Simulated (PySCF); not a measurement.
A side-by-side comparison of computed properties.

First species: C₅H₁₄As₂.
Z-matrix (Å and degrees, PBE0-D3(BJ)/def2-SVP geometry), rows numbered from 1:
```
C 
C   1  1.5201
C   2  1.5239  1  111.85
As  2  1.9921  1  114.91  3  -124.04
C   4  1.9864  2   98.83  1   -48.27
C   5  1.5208  4  113.37  2  -173.47
As  6  1.9874  5  112.36  4   -62.99
H   1  1.0996  2  112.58  3  -177.09
H   1  1.1024  2  110.98  3    62.00
H   1  1.1038  2  110.61  3   -57.14
H   2  1.1051  1  109.10  3   120.05
H   3  1.1028  2  111.12  1   -61.81
H   3  1.1009  2  112.02  1   177.78
H   3  1.1028  2  110.84  1    57.32
H   4  1.5291  2   94.74  1    49.11
H   5  1.1007  4  110.18  2    61.52
H   5  1.1036  4  105.23  2   -53.30
H   6  1.1022  5  110.70  4    55.17
H   6  1.1002  5  110.81  4   174.30
H   7  1.5280  6   94.90  5   -71.91
H   7  1.5260  6   95.20  5  -164.57
```

Second species: 2,3-hexanedione, C6H10O2.
Numbering: `[CH3:1][CH2:2][CH2:3][C:4](=[O:5])[C:6]([CH3:7])=[O:8]` (hydrogens: H9, H10, H11 on C1; H12, H13 on C2; H14, H15 on C3; H16, H17, H18 on C7)

Structure used (PBE0-D3(BJ)/def2-SVP), in Å, numbered top down from 1:
```
atom  x, y, z in Å
C1     3.0612    0.1225   -0.1408
C2     1.7247   -0.5927   -0.2485
C3     0.5454    0.3613   -0.2475
C4    -0.7861   -0.3208   -0.3544
O5    -0.9373   -1.5174   -0.4200
C6    -2.0246    0.6009   -0.3856
C7    -3.3523   -0.0900   -0.4341
O8    -1.8768    1.7987   -0.3759
H9     3.1280    0.7135    0.7868
H10    3.2153    0.8161   -0.9831
H11    3.8988   -0.5909   -0.1407
H12    1.6058   -1.3100    0.5800
H13    1.6899   -1.2030   -1.1658
H14    0.6051    1.0995   -1.0675
H15    0.5220    0.9895    0.6620
H16   -3.4618   -0.7560    0.4354
H17   -3.4033   -0.7399   -1.3208
H18   -4.1574    0.6539   -0.4542
```

Levels: CAM-B3LYP/def2-SVPD for dipole moment, HOMO energy, LUMO energy, HOMO–LUMO gap, static isotropic polarisability and electronic spatial extent ⟨r²⟩ about the centre of nuclear charge; TDDFT CAM-B3LYP/def2-SVPD for lowest singlet excitation; PBE0-D3(BJ)/def2-SVP for rotational constant A and rotational constant C. Geometries: PBE0-D3(BJ)/def2-SVP. Each structure is a single optimised conformer of the isolated species, non-relativistic unless stated. Electronic properties by PySCF.

Dipoles, sizes and rotational constants follow the conformer. The torsions of the flexible species, by atom-mapped SMILES:
- `[CH3:1][CH:2]([CH3:3])[AsH:4][CH2:5][CH2:6][AsH2:7]`: C1–C2–As4–C5 -48°, C2–As4–C5–C6 -173°, As4–C5–C6–As7 -63°, H–As7–C6–C5 -72°, H–As7–C6–C5 -165°
- `[CH3:1][CH2:2][CH2:3][C:4](=[O:5])[C:6]([CH3:7])=[O:8]`: C1–C2–C3–C4 180°, C2–C3–C4–O5 1°, C3–C4–C6–C7 -178°

(1) Which of the two has the higher rotational constant A, and by how much?

(2) Which has the higher HOMO–LUMO gap?

(3) Which has the higher S1 energy?

(4) Which of the two has the higher rotational constant C, and by how much?

(5) Which has the higher HOMO energy?

(6) Which of the two has the higher static isotropic polarisability, and by how much?

(7) Which has the higher ⟨r²⟩?

(8) Which has the higher dipole moment?

## Answers

(1) The second: 4.576 GHz against 2.929 GHz, a difference of 1.647 GHz.

(2) The first: 8.84 eV against 7.42 eV, a difference of 1.42 eV.

(3) The first: 6.06 eV against 2.91 eV, a difference of 3.15 eV.

(4) The second: 0.867 GHz against 0.437 GHz, a difference of 0.430 GHz.

(5) The first: -7.99 eV against -8.66 eV, a difference of 0.67 eV.

(6) The first: 127.2 au against 77.7 au, a difference of 49.5 au.

(7) The first: 2495 bohr² against 1345 bohr², a difference of 1150 bohr².

(8) The first: 1.82 D against 0.31 D, a difference of 1.51 D.

On the first: The principal polarisabilities are 109.1, 114.2 and 158.2 au; their mean is the isotropic value. The 10 singlets span 6.06 to 7.51 eV, and their oscillator strengths add up to 0.56. The calculation is non-relativistic and has no spin–orbit coupling, an omission that weighs most on arsenic.

On the second: The principal polarisabilities are 60.4, 80.6 and 92.2 au; their mean is the isotropic value. 1 of the 6 computed singlets lies in the visible range (750 to 380 nm, 1.65 to 3.26 eV), with an oscillator strength of 0.000.
